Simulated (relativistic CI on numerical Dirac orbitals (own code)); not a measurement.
**Sensitivity of the levels of K to α and to the nuclear radius**

These numbers are calculated, not measured: Dirac-Coulomb-Breit CI, separate exchange-only KLI orbitals for each configuration, valence Slater integrals scaled by 0.85, P86 correlation energy added to each configuration, derivatives by finite differences, QED left out (own radial code, finite nucleus).

Configurations in the expansion (outside the closed core [Ar]): 4s, 4p, 3d, 5p, 4d, 4f, 5s, 5d. Levels of other configurations are missing.

With x = (α/α₀)² − 1 an excitation energy changes as ω = ω₀ + qx; K = 2q/ω₀ is the relative enhancement. Terms are leading LS components, so labels can repeat. The field-shift factor is F = δν/δ⟨r²⟩ for the transition from the lowest level.

Lowest level 4s 2S_1/2.

| Level | ω₀ (cm⁻¹) | q (cm⁻¹) | F (GHz/fm²) |
| --- | --- | --- | --- |
| 4p 2P°_1/2 | 11946.5 | 94.56 | -0.0358 |
| 4p 2P°_3/2 | 11989.9 | 138.3 | -0.0354 |
| 5s 2S_1/2 | 20493.8 | 91.09 | 0.0546 |
| 3d 2D_5/2 | 20863.1 | 127.6 | 0.00546 |
| 3d 2D_3/2 | 20869.7 | 134.1 | 0.00559 |
| 5p 2P°_1/2 | 24186.4 | 116.3 | 0.049 |
| 5p 2P°_3/2 | 24200.3 | 130.3 | 0.0492 |
| 4d 2D_5/2 | 27337.2 | 126.7 | 0.0603 |
| 4d 2D_3/2 | 27342.5 | 132 | 0.0604 |
| 4f 2F°_5/2 | 28836.5 | 126.6 | 0.0728 |
| 4f 2F°_7/2 | 28836.5 | 126.6 | 0.0728 |
| 5d 2D_5/2 | 30367.2 | 126.2 | 0.0866 |
| 5d 2D_3/2 | 30371.1 | 130 | 0.0867 |

For a near-neutral ion this model can misplace configurations by up to about 10,000 cm⁻¹ (more where the count of f electrons changes) and terms by 10 to 25 % of their spread. Rates follow the energies as ν³ (E1, M1) or ν⁵ (E2), so they and the lifetimes can be off by large factors. The fine structure of a lone outer electron comes out too small, for d and f at times inverted, and misplaced configurations move strength between like terms.

Problem. Which transition from the lowest level has the largest |K|?

Solution. 4p 2P°_3/2 at 11989.9 cm⁻¹, K = 0.0231.
